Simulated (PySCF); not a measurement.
# Reading the logs of faulty runs: BCGeH9Si

All numbers below are calculated, not measured. They come from PySCF 2.14.0, an open-source quantum chemistry program, on an isolated molecule that a program drew, which may never have been made. The molecule is BCGeH9Si (charge 0, singlet), drawn as the SMILES string `[BH2][GeH2][SiH2]C`.

Each row is a Hartree-Fock (HF) and frozen-core CCSD(T) single point in the cc-pV(D+d)Z basis, meant for a local HF minimum. Run 1 is clean. Each other run has one planted mistake out of seven kinds, and not every kind appears here: one electron removed, one electron added, multiplicity raised by two, geometry at a saddle point, minimal basis STO-3G, one bond length entered in bohr, all coordinates scaled. The reference is restricted for singlets and unrestricted otherwise, and also for a bond in bohr. Adding or removing an electron swaps singlet and doublet. Electrons count all cores. HOMO and LUMO are orbital energies over both spins, the gradient is its largest component, and the lowest frequency (negative if imaginary) is given only where the gradient is small. Bond lengths are over the 12 bonds as drawn. T1 is the CCSD diagnostic: over 0.02 (restricted) or 0.045 (unrestricted) a single reference is doubtful. Germanium has the cc-pVDZ-PP basis, with a core potential (ECP10MDF) in place of its 10 inner electrons, and its 3s, 3p and 3d shells are frozen in CCSD(T).

Geometry of the clean run:
```xyz
13
BCGeH9Si, angstrom
B    -1.2391   -2.5521    1.1559
Ge    0.0228   -1.8425   -0.3394
Si    0.4152    0.5291   -0.0790
C     1.3313    0.9227    1.5234
H    -0.8015   -2.8730    2.2255
H    -2.4253   -2.6051    0.9903
H     1.3878   -2.5533   -0.2937
H    -0.5683   -2.0805   -1.7392
H     1.2049    1.0060   -1.2421
H    -0.8900    1.2388   -0.0971
H     0.7531    0.6080    2.3962
H     1.5121    1.9977    1.6077
H     2.2973    0.4124    1.5553
```

| run | electrons | basis functions | <S^2> | HOMO (eV) | LUMO (eV) | gradient (hartree/bohr) | lowest frequency (cm^-1) | mean bond (Å) | longest bond (Å) | T1 | HF (hartree) | CCSD(T) (hartree) | mistake |
|---|---|---|---|---|---|---|---|---|---|---|---|---|---|
| 1 | 66 | 119 | 0.000 | -9.99 | 1.31 | 2.1e-05 | 44 | 1.5094 | 2.418 | 0.0120 | -650.08359 | -650.60201 | no fault |
| 2 | 66 | 119 | 0.817 | -8.46 | 0.86 | 9.0e-03 | - | 1.6194 | 2.805 | 0.0421 | -649.97382 | -650.48285 | one bond length entered in bohr |
| 3 | 65 | 119 | 0.785 | -16.23 | -7.75 | 8.4e-02 | - | 1.5094 | 2.418 | 0.0166 | -649.75833 | -650.25416 | one electron removed |
| 4 | 66 | 119 | 0.000 | -9.77 | 1.17 | 3.7e-02 | - | 1.5969 | 2.558 | 0.0122 | -650.05243 | -650.57884 | ? |

**Which mistake was planted in run 4, and what did it cost?**

The mean and the longest bond both change by the same factor, 1.058, and the gradient is no longer small. So the mistake is: all coordinates scaled. Subtracting run 1 and multiplying by 627.51 kcal/mol a hartree, the energy moved by 19.6 kcal/mol in HF and 14.5 kcal/mol in CCSD(T).

